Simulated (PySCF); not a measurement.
## [Nd(NH2)4]− at several levels of theory

Computed with PySCF 2.14.0 (density fitting, no spin-orbit coupling) at the geometry relaxed with BP86:

```xyz
13
[Nd(NH2)4]− (singlet in the valence; each metal's 4f electrons, 3 of them, lie in its core potential, out of spins and levels)
Nd    0.0003    0.0000    0.0000
N     1.4010    1.3710    1.2578
H     2.2789    1.0208    1.6761
H     1.4050    2.3860    1.4439
N    -1.4008   -1.2579    1.3706
H    -1.4066   -1.4445    2.3854
H    -2.2777   -1.6769    1.0181
N     1.4010   -1.3710   -1.2578
H     1.4050   -2.3860   -1.4439
H     2.2789   -1.0208   -1.6761
N    -1.4008    1.2579   -1.3706
H    -2.2777    1.6769   -1.0181
H    -1.4066    1.4445   -2.3854
```

```json
{"level": "BP86", "basis": "Nd lcecp-1-SVP with ECP49, N def2-SVP, H def2-SVP", "state": "singlet", "HOMO (eV)": "0.14", "gap (eV)": "3.06", "charge on Nd1 (e)": "0.40", "population of f-type functions on Nd1 (polarisation alone where 4f lies in the core)": "0.06", "dipole about the centre of mass (D)": "0.00", "largest force component (eV/Å)": "0.01"}
{"level": "TPSS", "basis": "the same", "state": "singlet", "HOMO (eV)": "0.20", "gap (eV)": "3.10", "charge on Nd1 (e)": "0.56", "population of f-type functions on Nd1 (polarisation alone where 4f lies in the core)": "0.06", "dipole about the centre of mass (D)": "0.00", "largest force component (eV/Å)": "0.11"}
{"level": "revPBE", "basis": "the same", "state": "singlet", "HOMO (eV)": "0.32", "gap (eV)": "2.83", "charge on Nd1 (e)": "0.47", "population of f-type functions on Nd1 (polarisation alone where 4f lies in the core)": "0.06", "dipole about the centre of mass (D)": "0.00", "largest force component (eV/Å)": "0.08"}
{"level": "r2SCAN", "basis": "the same", "state": "singlet", "HOMO (eV)": "-0.03", "gap (eV)": "3.66", "charge on Nd1 (e)": "0.62", "population of f-type functions on Nd1 (polarisation alone where 4f lies in the core)": "0.06", "dipole about the centre of mass (D)": "0.00", "largest force component (eV/Å)": "0.38"}
{"level": "BP86", "basis": "Nd lcecp-1-TZVP with ECP49, N def2-TZVP, H def2-TZVP", "state": "singlet", "HOMO (eV)": "-0.24", "gap (eV)": "3.23", "charge on Nd1 (e)": "1.43", "population of f-type functions on Nd1 (polarisation alone where 4f lies in the core)": "0.07", "dipole about the centre of mass (D)": "0.00", "largest force component (eV/Å)": "0.36"}
```

In the lcecp rows the 4f levels are missing from HOMO and gap, and the state counts the valence alone.

Charges are Mulliken's, which hang on the basis. The relaxation used the grid (50, 194), these runs (75, 302) or, all-electron (x2c bases, spin-free X2C Hamiltonian), (99, 590).

Q: What does PBE with Nd lcecp-1-SVP with ECP49, N def2-SVP, H def2-SVP give here?

A: state singlet, HOMO (eV) 0.26, gap (eV) 2.85, charge on Nd1 (e) 0.40, population of f-type functions on Nd1 (polarisation alone where 4f lies in the core) 0.06, dipole about the centre of mass (D) 0.00, largest force component (eV/Å) 0.07. Time: 9.3 s on 2 threads of Arm Neoverse V2, with other jobs on the host, from an already converged density.

An lcecp potential fixes the number of 4f electrons, so in runs with it no electron can move into or out of that shell.

The highest filled level of some runs lies above zero, as often for anions with such functionals and bases.
